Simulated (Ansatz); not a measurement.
Input file for Ansatz (a quantum-chemistry and plane-wave program): FCI/cc-pVTZ on H4 chain, a point of a bond scan (R = 2.100 Å).

Ansatz 0.2 input:
```yaml
crystal:
  periodic: [false, false, false]
  atoms:
    - {symbol: H, position_ang: [0.00000000, 0.00000000, 0.00000000]}
    - {symbol: H, position_ang: [0.00000000, 0.00000000, 2.10000000]}
    - {symbol: H, position_ang: [0.00000000, 0.00000000, 4.20000000]}
    - {symbol: H, position_ang: [0.00000000, 0.00000000, 6.30000000]}
basis:
  gaussian:
    orbitals: cc-pVTZ
magnetization: {spin_polarized: false}
correlation: {method: fci, electrons: outside_noble_gas}
```

**Question.** Predict the final total energy.

**Answer.** -2.0329 hartree.
